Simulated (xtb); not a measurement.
methanethiol (CH₄S), singlet, at a GFN2-xTB geometry; xtb 6.7.1 with GFN2-xTB.

Input for xtb:
```
$ xtb mol.xyz --gfn 2 --hess --json

# file mol.xyz
6

C     -0.05927499     1.15601846     0.01107955
S     -0.04290118    -0.66526221    -0.00699584
H      1.28189339    -0.79710439     0.00234827
H     -1.10311348     1.45230554     0.00564055
H      0.42444570     1.51749985     0.91319673
H      0.43884321     1.53538357    -0.87572948
```

Problem. Write the output that xtb gives for this input, abridged.

Solution. 
```
   ID    Z sym.   atoms
    1    6 C      1
    2   16 S      2
    3    1 H      3-6

           -------------------------------------------------
          |                Calculation Setup                |
           -------------------------------------------------

           -------------------------------------------------
          |                 G F N 2 - x T B                 |
           -------------------------------------------------

          ...................................................
          :                      SETUP                      :
          :.................................................:
          :  # basis functions                  18          :
          :  # atomic orbitals                  17          :
          :  # shells                            9          :
          :  # electrons                        14          :
          :  max. iterations                   250          :
          :  Hamiltonian                  GFN2-xTB          :
          :  restarted?                      false          :
          :  GBSA solvation                  false          :
          :  PC potential                    false          :
          :  electronic temp.          300.0000000     K    :
          :  accuracy                    1.0000000          :
          :  -> integral cutoff          0.2500000E+02      :
          :  -> integral neglect         0.1000000E-07      :
          :  -> SCF convergence          0.1000000E-05 Eh   :
          :  -> wf. convergence          0.1000000E-03 e    :
          :  Broyden damping             0.4000000          :
          :  net charge                          0          :
          :  unpaired electrons                  0          :
          ...................................................

 iter      E             dE          RMSdq      gap      omega  full diag
   1     -7.4652487 -0.746525E+01  0.524E+00    5.33       0.0  T
   2     -7.4797706 -0.145219E-01  0.300E+00    4.83       1.0  T
   3     -7.4804118 -0.641231E-03  0.930E-01    4.66       1.0  T
   4     -7.4809032 -0.491335E-03  0.421E-01    4.57       1.0  T
   5     -7.4809153 -0.121117E-04  0.695E-02    4.57       1.0  T
   6     -7.4809148  0.489193E-06  0.204E-02    4.57       2.0  T
   7     -7.4809157 -0.928350E-06  0.744E-03    4.57       5.5  T
   8     -7.4809157 -0.154718E-07  0.125E-03    4.57      32.6  T
   9     -7.4809157 -0.112548E-08  0.440E-04    4.57      92.7  T
[...]
         :: total energy              -7.411822536598 Eh    ::
[...]
          :  scaling factor                  1.0000000      :
          :  rotor cutoff                   50.0000000 cm⁻¹ :
          :  imag. cutoff                  -20.0000000 cm⁻¹ :
          :.................................................:

    mode    ω/cm⁻¹     T·S(HO)/kcal·mol⁻¹    T·S(FR)/kcal·mol⁻¹   T·S(vib)
   ------------------------------------------------------------------------
       1    233.42    -0.55232 ( 99.79%)    -0.59934 (  0.21%)    -0.55242
   ------------------------------------------------------------------------

   temp. (K)  partition function   enthalpy   heat capacity  entropy
                                   cal/mol     cal/K/mol   cal/K/mol   J/K/mol
 298.15  VIB   1.59                  500.547      4.355      2.607
         ROT  0.675E+04              888.752      2.981     20.503
         INT  0.108E+05             1389.300      7.336     23.110
         TR   0.323E+27             1481.254      4.968     37.520
         TOT                        2870.5535    12.3038    60.6300   253.6757

       T/K    H(0)-H(T)+PV         H(T)/Eh          T*S/Eh         G(T)/Eh
   ------------------------------------------------------------------------
    298.15    0.457452E-02    0.490283E-01    0.288072E-01    0.202210E-01
   ------------------------------------------------------------------------

         :::::::::::::::::::::::::::::::::::::::::::::::::::::
         ::                  THERMODYNAMIC                  ::
         :::::::::::::::::::::::::::::::::::::::::::::::::::::
         :: total free energy          -7.391601488408 Eh   ::
         ::.................................................::
         :: total energy               -7.411822536603 Eh   ::
         :: zero point energy           0.044453778900 Eh   ::
         :: G(RRHO) w/o ZPVE           -0.024232730705 Eh   ::
         :: G(RRHO) contrib.            0.020221048195 Eh   ::
         :::::::::::::::::::::::::::::::::::::::::::::::::::::

           -------------------------------------------------
          | TOTAL ENERGY               -7.411822536603 Eh   |
          | TOTAL ENTHALPY             -7.362794239471 Eh   |
          | TOTAL FREE ENERGY          -7.391601488408 Eh   |
          | GRADIENT NORM               0.000039215253 Eh/α |
          | HOMO-LUMO GAP               4.568841097532 eV   |
           -------------------------------------------------

normal termination of xtb
```
